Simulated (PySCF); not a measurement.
PySCF job for C5H6Se, SMILES C1[C@@H]([SeH])[C@H]1C#C, IEF-PCM-PBE0/def2-SVP. Coordinates come from a PBE0-D3(BJ)/def2-SVP optimisation. The structure was generated by enumeration; whether it is a known compound was not checked. The values are those of a single conformer.

```python
import numpy as np
from pyscf import gto, scf, dft
from pyscf.solvent import pcm

mol = gto.M(
    atom='''
    C     2.74738992   -0.95859161    0.40081531
    C     1.59557271   -1.27224640    0.19323304
    C     0.24227347   -1.66784852   -0.08225405
    C    -0.86113686   -1.45894764    0.92399359
    C    -0.85436553   -0.64890708   -0.33285912
    Se   -0.52594366    1.23942011   -0.20691654
    H     3.76469565   -0.67485337    0.59581948
    H     0.16256826   -2.56990686   -0.69970869
    H    -1.61152790   -2.24641525    1.02989346
    H    -0.58440590   -0.95197850    1.85163930
    H    -1.57607702   -0.92539941   -1.10620700
    H     0.50842941    1.26751727   -1.25384685
    ''',
    basis='def2-SVP',
    charge=0,
    spin=0,
    max_memory=1600,
    verbose=3,
)
mf = dft.RKS(mol, xc='pbe0').density_fit(auxbasis='def2-universal-jkfit')
mf.grids.level = 3
mf.conv_tol = 1e-9
mf.max_cycle = 100
mf.kernel()
res = {}
for name, eps in {'water': 78.355, 'acetone': 20.493, 'tetrahydrofuran': 7.4257}.items():
    s = mf.PCM()
    s.with_solvent.method, s.with_solvent.eps, s.with_solvent.lebedev_order = 'IEF-PCM', eps, 17
    s.kernel(mf.make_rdm1())
    res[name] = (s.e_tot, eps, s.dip_moment(), s.mo_energy, s.converged)
    print(f'{name}: electrostatic solvation free energy {(s.e_tot - mf.e_tot) * 627.509474:.3f} kcal/mol')
```

Program output:

```
converged SCF energy = -2594.63378561442

WARN: PCM is an experimental feature. It is still in testing.
Features and APIs may be changed in the future.

converged SCF energy = -2594.64175590671
Dipole moment(X, Y, Z, Debye): -0.52382, -1.56413, -0.63379
water: electrostatic solvation free energy -5.001 kcal/mol

WARN: PCM is an experimental feature. It is still in testing.
Features and APIs may be changed in the future.

converged SCF energy = -2594.64125874998
Dipole moment(X, Y, Z, Debye): -0.50626, -1.53428, -0.61148
acetone: electrostatic solvation free energy -4.689 kcal/mol

WARN: PCM is an experimental feature. It is still in testing.
Features and APIs may be changed in the future.

converged SCF energy = -2594.64017893772
Dipole moment(X, Y, Z, Debye): -0.46967, -1.47054, -0.56687
tetrahydrofuran: electrostatic solvation free energy -4.012 kcal/mol
```

Self-consistency was reached.

Cost: about 70 core-seconds (a rough figure).
